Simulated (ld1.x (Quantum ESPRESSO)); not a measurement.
Reading a pseudo-wave (phosphorus (P))

Columns: radius, all-electron u(r) and pseudo u(r) of the 3s shell (level -13.76 eV) of phosphorus in the configuration [Ne] 3s2 3p3; BLYP, non-relativistic, TM scheme, ld1.x (Quantum ESPRESSO) 7.5.

```
r (bohr)  all-electron  pseudo
   0.095        0.1350  0.0433
   0.190       -0.1584  0.0859
   0.285       -0.3450  0.1273
   0.380       -0.3739  0.1672
   0.475       -0.2919  0.2062
   0.570       -0.1501  0.2464
   0.665        0.0143  0.2909
   0.760        0.1781  0.3440
   0.855        0.3278  0.4089
   0.950        0.4569  0.4857
   1.045        0.5631  0.5689
   1.140        0.6465  0.6468
   1.235        0.7089  0.7089
   1.330        0.7523  0.7523
   1.425        0.7790  0.7790
   1.520        0.7913  0.7913
   1.615        0.7917  0.7917
   1.710        0.7822  0.7822
   1.805        0.7650  0.7650
   1.900        0.7419  0.7419
   1.995        0.7144  0.7144
   2.090        0.6837  0.6837
   2.185        0.6511  0.6511
   2.280        0.6172  0.6172
   2.375        0.5829  0.5829
   2.470        0.5487  0.5487
```

(1) How many radial nodes do the two functions have?

(2) At about which radius was the pseudo-wave matched?

(3) Where does each function peak?

(4) Is the pseudo-wave norm-conserving?

Results:

(1) The all-electron 3s function has n − l − 1 = 2; the pseudo-wave has 0, since the states of the same l below it are removed with the core.

(2) 1.25 bohr. The columns agree to 0.0005 from 1.14 bohr on; several derivatives are matched, so the curves merge somewhat inside the radius.

(3) Outermost all-electron maximum near 1.61 bohr, pseudo maximum near 1.61 bohr (to the table’s step).

(4) Yes: the TM scheme keeps the norm inside the radius equal to the all-electron one, which fixes the energy derivative of the logarithmic derivative at the level.
